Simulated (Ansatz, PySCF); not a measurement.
SnHFBr2, SMILES [F][SnH]([Br])[Br].

Geometry: r2SCAN-D4/def2-SVP. The structure was generated by enumeration; whether it is a known compound was not checked. The def2 effective core potentials stand for the cores of Sn; spin–orbit coupling is left out.

Vertical ionisation energy (IE) and electron affinity (EA) in eV. Rows of orbital energies are one-electron estimates. Where ΔSCF, EOM or ADC give a negative EA the extra electron is unbound and the value depends on the basis.

```csv
level,IE,EA
"−ε(HOMO), −ε(LUMO), PBE0/def2-TZVP (PySCF)",8.90,2.68
"−ε(HOMO), −ε(LUMO), PBE/def2-TZVP (PySCF)",7.60,3.54
"ΔSCF, CAM-B3LYP/def2-SVPD (Ansatz), final states of multiplicity 2 and 2",11.18,1.12
"ΔSCF, PBE/def2-SVPD (Ansatz), final states of multiplicity 2 and 2",10.51,1.16
```

**Question.** What vertical singlet–triplet gap does ΔSCF give with CAM-B3LYP/def2-SVPD (Ansatz, a program for electronic structure) and with PBE/def2-SVPD (Ansatz)? (Estimate from the structure and the level; the computed values follow.)

**Answer.** 4.79 and 4.17 eV (triplet above singlet where positive).
